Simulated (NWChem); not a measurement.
# Atomisation of Ag2

```xyz
2

Ag     0.0000     0.0000     1.2995
Ag     0.0000     0.0000    -1.2995
```
Charge 0, spin multiplicity 1.

Everything below was run with NWChem. All single points use one geometry, from B3LYP/def2-SVP with def2 effective core potentials on Ag, a minimum by its harmonic frequencies.

Basis set: def2-TZVP. The atomisation energy is electronic alone: no zero-point, thermal, spin-orbit or counterpoise terms. No value is extrapolated to the basis-set limit. Free atoms are single determinants with multiplicities Ag 2. Correlated methods freeze the same cores in atoms and molecule, 8 orbitals in all.

Effective core potentials replace the inner electrons of Ag; spin-orbit coupling is left out. B3LYP has NWChem's definition, with VWN1-RPA local correlation. The structure started from a generated list of species. The stability of the SCF solutions was not checked. Open-shell Hartree-Fock references start from PBE0 orbitals.

Q: Order these methods by the atomisation energy they give, lowest first: HF, PBE0, BHandHLYP, MP2.

A: HF (9.1 kcal/mol), BHandHLYP (30.1 kcal/mol), MP2 (34.0 kcal/mol), PBE0 (35.2 kcal/mol)
